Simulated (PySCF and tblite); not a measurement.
The numbers below are computed, except where a source is named.
## Barrier and rate of a rotation

System: C4H6BF2N, numbered as in [CH2:1]=[N:2]/[CH:3]=[C:4](/[CH3:5])[B:6]([F:7])[F:8].

Motion: rotation about the B6–C4 bond (torsion F7–B6–C4–C3 from 175° to 365°, rising). Level: PBE0/pcSseg-1 + D3(BJ) on GFN2-xTB stationary points, with GFN2-xTB thermal terms. Rate constants are transition-state-theory values, counting equivalent paths, without tunnelling. Shieldings: GIAO at the same DFT level; methyl-like tops are averaged, other torsions stay as in the two minima; line shapes leave out couplings. (PySCF 2.14 with density fitting, tblite 0.8.)

| point | symmetry | E(GFN2) kcal/mol | E(DFT) kcal/mol | ZPE change kcal/mol | lowest mode cm⁻¹ | dipole D |
| --- | --- | --- | --- | --- | --- | --- |
| start | C1 | 0.0 | 0.0 | 0.00 | 45 | 2.29 |
| saddle | C1 | 5.3 | 5.3 | -0.10 | 73i | 1.51 |
| end | C1 | 0.0 | 0.0 | 0.00 | 44 | 2.29 |

| Property | Result |
| --- | --- |
| Electronic barrier | 5.3 kcal/mol |
| Barrier with zero-point energy | 5.2 kcal/mol |
| ΔH‡ (298 K) | 4.6 kcal/mol |
| ΔS‡ (298 K, symmetry apart) | -3.3 cal/(mol K) |
| Paths | 2 equivalent paths |
| End point | the same structure with atoms interchanged, or its mirror image |
| Mean lifetime of the start against this motion at 298 K | 1.1 ns |
| Cost | 41 s on 1 thread of AMD EPYC 7B13, shared host (rough), peak memory 0.76 GiB, launched as `OMP_NUM_THREADS=1 python ens_run.py task.json out` |

```json
{"T/K": "150", "ΔG‡ kcal/mol": "5.3", "k s⁻¹": "1×10⁵"}
{"T/K": "200", "ΔG‡ kcal/mol": "5.4", "k s⁻¹": "9.8×10⁶"}
{"T/K": "250", "ΔG‡ kcal/mol": "5.5", "k s⁻¹": "1.5×10⁸"}
{"T/K": "298", "ΔG‡ kcal/mol": "5.6", "k s⁻¹": "9.2×10⁸"}
{"T/K": "350", "ΔG‡ kcal/mol": "5.8", "k s⁻¹": "3.7×10⁹"}
{"T/K": "400", "ΔG‡ kcal/mol": "5.9", "k s⁻¹": "1×10¹⁰"}
{"T/K": "500", "ΔG‡ kcal/mol": "6.2", "k s⁻¹": "4.2×10¹⁰"}
```

ΔG and ΔG‡ leave out symmetry numbers and mirror images; rates count paths: 2 out.

Sites that the motion interchanges:

```
nucleus  site    ppm            scale
    ¹⁹F    F7  -77.9  δ against CFCl3
    ¹⁹F    F8  -96.2  δ against CFCl3
```

```json
{"nucleus": "¹⁹F", "sites": "F7 / F8", "¹H MHz": "360", "spread Hz": "6211", "coalescence K": "135", "k there s⁻¹": "1.4×10⁴"}
{"nucleus": "¹⁹F", "sites": "F7 / F8", "¹H MHz": "500", "spread Hz": "8627", "coalescence K": "137", "k there s⁻¹": "1.9×10⁴"}
{"nucleus": "¹⁹F", "sites": "F7 / F8", "¹H MHz": "600", "spread Hz": "10352", "coalescence K": "138", "k there s⁻¹": "2.3×10⁴"}
```

Coalescence temperatures outside 150 to 500 K extrapolate the thermal terms and ignore freezing or boiling of a solvent.

Unscaled ¹⁹F shifts at such levels can be off by tens of ppm; differences are more reliable.
